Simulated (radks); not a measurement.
Question: All-electron atom: the antimony ion Sb37+ in [Ne] 3s2 3p2. Method: Dirac Kohn-Sham, LB94 model potential, spin-unpolarised, spherical densities, finite nucleus; open shells fill j = l - 1/2 first; Fermi nuclear charge, rms radius 4.6802 fm; computed with a radial shooting solver on a logarithmic mesh with Libxc functionals. Some entries of the table are withheld. Estimate them.

orbital,occ.,eigenvalue (hartree),<1/r> (bohr^-1)
1s1/2,2,-1199.757,(1)
2s1/2,2,-248.8821,12.81
2p1/2,2,-238.9763,(2)
2p3/2,4,-229.3747,(3)
3s1/2,2,-97.95257,5.145
3p1/2,2,(4),(5)
3p3/2,0,(6),(7)

Answer: 
(1) 1s1/2 <1/r> (bohr^-1): 54.39
(2) 2p1/2 <1/r> (bohr^-1): 12.78
(3) 2p3/2 <1/r> (bohr^-1): 11.87
(4) 3p1/2 eigenvalue (hartree): -94.47768
(5) 3p1/2 <1/r> (bohr^-1): 5.104
(6) 3p3/2 eigenvalue (hartree): -92.07601
(7) 3p3/2 <1/r> (bohr^-1): 4.864
